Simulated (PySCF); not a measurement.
**Radial density of Ge⁺ (germanium, charge +1)**

HSE06, [Ar] 3d10 4s1 4p2, high-spin 4P determinant (an excited configuration). Computed with PySCF 2.14 in aug-cc-pwCVDZ-PP with ECP10MDF (6s5p4d1f, 48 functions), with scalar relativity through the core potential. This is the valence pseudo-density: the core potential removes the inner electrons and smooths the orbitals near the nucleus.

```json
{"r (bohr)": "0.00111", "4πr²ρ (e/bohr)": "1.159e-05", "4πr²(ρα − ρβ)": "0.0000"}
{"r (bohr)": "0.00186", "4πr²ρ (e/bohr)": "3.266e-05", "4πr²(ρα − ρβ)": "0.0000"}
{"r (bohr)": "0.00313", "4πr²ρ (e/bohr)": "9.138e-05", "4πr²(ρα − ρβ)": "0.0000"}
{"r (bohr)": "0.00527", "4πr²ρ (e/bohr)": "0.0002507", "4πr²(ρα − ρβ)": "0.0000"}
{"r (bohr)": "0.00886", "4πr²ρ (e/bohr)": "0.0006527", "4πr²(ρα − ρβ)": "0.0000"}
{"r (bohr)": "0.0149", "4πr²ρ (e/bohr)": "0.001511", "4πr²(ρα − ρβ)": "0.0001"}
{"r (bohr)": "0.0251", "4πr²ρ (e/bohr)": "0.003037", "4πr²(ρα − ρβ)": "0.0002"}
{"r (bohr)": "0.0422", "4πr²ρ (e/bohr)": "0.008447", "4πr²(ρα − ρβ)": "0.0003"}
{"r (bohr)": "0.0709", "4πr²ρ (e/bohr)": "0.06522", "4πr²(ρα − ρβ)": "0.0001"}
{"r (bohr)": "0.119", "4πr²ρ (e/bohr)": "0.6391", "4πr²(ρα − ρβ)": "-0.0024"}
{"r (bohr)": "0.201", "4πr²ρ (e/bohr)": "4.159", "4πr²(ρα − ρβ)": "-0.0052"}
{"r (bohr)": "0.338", "4πr²ρ (e/bohr)": "17.40", "4πr²(ρα − ρβ)": "0.1089"}
{"r (bohr)": "0.568", "4πr²ρ (e/bohr)": "28.19", "4πr²(ρα − ρβ)": "0.1389"}
{"r (bohr)": "0.955", "4πr²ρ (e/bohr)": "10.78", "4πr²(ρα − ρβ)": "0.1555"}
{"r (bohr)": "1.61", "4πr²ρ (e/bohr)": "2.426", "4πr²(ρα − ρβ)": "1.4103"}
{"r (bohr)": "2.70", "4πr²ρ (e/bohr)": "1.062", "4πr²(ρα − ρβ)": "1.0328"}
{"r (bohr)": "4.55", "4πr²ρ (e/bohr)": "0.1029", "4πr²(ρα − ρβ)": "0.1028"}
{"r (bohr)": "7.65", "4πr²ρ (e/bohr)": "0.0005484", "4πr²(ρα − ρβ)": "0.0005"}
{"r (bohr)": "12.9", "4πr²ρ (e/bohr)": "1.047e-05", "4πr²(ρα − ρβ)": "0.0000"}
```

Energies and moments cover only the electrons outside the core potential.

Task: Where is the radial spin density 4πr²(ρα − ρβ) most negative, and why is it negative at all?

Result: Around r = 0.201 bohr, down to -0.0052 e/bohr: exchange with the open shell polarises the paired shells in an unrestricted calculation.
